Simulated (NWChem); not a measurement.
System: SiNH₄Cl; SMILES N[SiH2]Cl

```xyz
7

Si     0.5732    -0.5018     0.0451
N     -0.6111    -1.7419     0.1395
Cl    -0.1458     1.4254    -0.3828
H      1.5006    -0.8365    -1.0566
H      1.2349    -0.3985     1.3633
H     -1.2455    -1.7767     0.9293
H     -1.0663    -2.0721    -0.7038
```
Atoms are numbered in this order, from 1.

Program: NWChem. Pople sets run with spherical d functions. Coordinates come from a B3LYP/6-31G* (spherical d) optimisation. Level: B3LYP/6-31G* with SMD (1 M gas to 1 M solution), gas-phase geometry. Reactions with the solvent are ignored.

For solvent n-hexane:

- cavity-dispersion-structure term (kcal/mol) = -0.5
- dipole in solution (D) = 2.64

Q: How do the values read with solvent water instead?

A: 
| Item | Result |
|---|---|
| cavity-dispersion-structure term (kcal/mol) | 2.8 |
| dipole in solution (D) | 2.96 |
